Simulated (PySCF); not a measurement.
## Working out the ionisation energy of I⁺

I⁺ [Kr] 4d10 5s2 5p4 (3P) → I²⁺ [Kr] 4d10 5s2 5p3 (4S). All numbers are calculated (PySCF 2.14, a scalar-relativistic core potential, in cc-pVDZ-PP with ECP28MDF (4s3p2d, 23 functions)). Frozen: 4s2 4p6 4d10. Energies in hartree (1 hartree = 27.21139 eV):

```tsv
part	I⁺ (lower)	I²⁺ (upper)
UHF	-294.300317	-293.652291
CCSD correlation	-0.073482	-0.059334
(T)	-0.000680	-0.000464
```

Task: What does Hartree-Fock give?

Result: (-293.652291) − (-294.300317) = 0.648026 hartree = 17.634 eV.

Task: What do CCSD and CCSD(T) give?

Result: The CCSD correlation energies differ by 0.014148 hartree = 0.385 eV and the triples by 0.000216 hartree = 0.006 eV, so CCSD gives 18.019 eV and CCSD(T) 18.025 eV.

Measured between the centres of the two terms (NIST): 18.750 eV, so CCSD(T) (valence) is off by -0.725 eV.

A double-zeta basis recovers only part of the correlation energy.

What remains against the reference includes basis incompleteness, the frozen core and higher excitations.
